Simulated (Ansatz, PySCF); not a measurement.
Cl₂H₃InSi. Atoms are numbered in the order given.

```xyz
7

In     0.0020    -0.0014     0.0071
Cl    -1.9747    -1.2579    -0.3470
Cl    -0.1357     2.0960    -1.0858
Si     2.0377    -0.8077     1.3699
H      2.6356     0.3588     2.0744
H      3.0202    -1.3898     0.4135
H      1.5924    -1.8399     2.3446
```
Charge 0, spin multiplicity 1.

Geometry optimised at B3LYP-D3(BJ)/def2-SVP. The structure was generated by enumeration; whether it is a known compound was not checked. The def2 effective core potentials stand for the cores of In; spin–orbit coupling is left out.

Vertical ionisation energy (IE) and electron affinity (EA) in eV. Rows of orbital energies are one-electron estimates. Where ΔSCF, EOM or ADC give a negative EA the extra electron is unbound and the value depends on the basis.

```
level                                                                   IE    EA
-------------------------------------------------------------------  -----  ----
−ε(HOMO), −ε(LUMO), M06-2X/def2-TZVP (PySCF)                          9.34  1.73
−ε(HOMO), −ε(LUMO), PBE/def2-TZVP (PySCF)                             7.14  2.90
ΔSCF, PBE0/def2-SVPD (Ansatz), final states of multiplicity 2 and 2  10.22  0.77
ΔSCF, PBE/def2-SVPD (Ansatz), final states of multiplicity 2 and 2    9.84  0.78
```

Question: What vertical singlet–triplet gap does ΔSCF give with PBE0/def2-SVPD (Ansatz, a program for electronic structure) and with PBE/def2-SVPD (Ansatz)? (The exact figures need the calculation; the answer reports its results.)

Answer: 4.47 and 4.10 eV (triplet above singlet where positive).
